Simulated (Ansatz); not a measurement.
`[OH][GaH2]` + HI → `[GaH2][I]` + H₂O at 298.15 K and 1 bar (ligand exchange at a Ga–O bond).

Isolated molecules relaxed with PBE0-D4/def2-TZVP in Ansatz; ΔE leaves out vibrations. CBS: MP2 limit from def2 TZ/QZ plus the TZ coupled-cluster correction, frozen cores. This one scheme is used for every species. def2 core potentials past Kr. For Ga, I outer-core shells are correlated without core-valence functions, which leaves a few kJ/mol of doubt a bond. Scalar relativity is left out up to krypton.

```csv
species,CCSD(T)/CBS energy (Eh),H − E (kJ/mol),S (J/(mol·K))
`[OH][GaH2]`,-2000.92981,82.7,263.1
HI,-298.03592,22.7,206.5
`[GaH2][I]`,-2222.61527,48.8,284.1
H₂O,-76.37941,66.4,188.7
```

H − E and S are ideal-gas, rigid-rotor, harmonic terms from PBE0-D4/def2-TZVP. 1 Eh = 2625.50 kJ/mol, R = 8.31446 J/(mol·K).

Q: By hand: ΔE, ΔH, ΔS and ΔG.

A: ΔE = (-2222.61527) + (-76.37941) − (-2000.92981) − (-298.03592) = -0.02895 Eh = -76.0 kJ/mol. Δ(H − E) = 48.8 + 66.4 − 82.7 − 22.7 = 9.8, so ΔH = -66.2 kJ/mol. ΔS = 284.1 + 188.7 − 263.1 − 206.5 = 3.2 J/(mol·K). ΔG = -66.2 − 298.15 × (3.2)/1000 = -67.2 kJ/mol.

Q: By hand: the equilibrium constant, and the temperature at which ΔG would vanish if ΔH and ΔS stayed fixed.

A: log₁₀ K = −ΔG/(RT ln 10) = 11.8. ΔH and −TΔS have one sign here, so there is no such temperature. One of them is within its doubt of zero, so this could turn.

The number of gas molecules stays the same, so ΔS is small and ΔH decides. A doubt of 5 kJ/mol in ΔE shifts log₁₀ K by 0.9 here. These are equilibria of isolated gas molecules and say nothing of rates. Largest T1 diagnostic: 0.015 (customary marks: 0.02 for closed shells, 0.045 for open ones).
